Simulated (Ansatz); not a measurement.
CH$_{2}$ClInSe (`[Cl][In]1[CH2][Se]1`). Total charge 0; spin multiplicity 1. In takes the def2 core potential.

```xyz
6

Cl    0.562   -3.192    0.991
In    0.121   -1.074    0.277
C     0.099    0.994   -0.083
Se   -1.421    0.198   -1.203
H    -0.253    1.652    0.704
H     0.892    1.422   -0.686
```

Question: What are the harmonic wavenumbers in cm⁻¹ at PBE0-D4/def2-TZVP (Ansatz, finite differences of forces, unscaled)? (Best estimate.)

Answer: Ansatz gave: 67, 95, 221, 378, 457, 603, 652, 893, 932, 1390, 3134, 3232.

Question: Is this a minimum?

Answer: Yes, all 12 modes are real.

Question: Give the ideal-gas thermochemistry at 298.15 K and 1 bar (rigid rotor, harmonic oscillator; point group Cs, symmetry number 1).

Answer: Zero-point energy 72.1 kJ/mol; H(298) − E = 90.1 kJ/mol; entropy 350.0 J/(mol·K), of which translation 177.4, rotation 119.6, vibration 53.0; G(298) − E = -14.3 kJ/mol. Modes under 100 cm⁻¹ are hindered rotations or soft bends, so the harmonic entropy is rough.

Question: And at 400, 500, 600, 800 and 1000 K?

Answer: 
| T (K) | H − E (kJ/mol) | S (J/mol/K) | G − E (kJ/mol) |
| --- | --- | --- | --- |
| 400 | 98.9 | 375.5 | -51.3 |
| 500 | 108.4 | 396.6 | -89.9 |
| 600 | 118.4 | 414.8 | -130.5 |
| 800 | 139.6 | 445.3 | -216.6 |
| 1000 | 161.9 | 470.1 | -308.2 |

Question: Rotational constants (cm⁻¹)?

Answer: 0.2327, 0.02941, 0.02624.
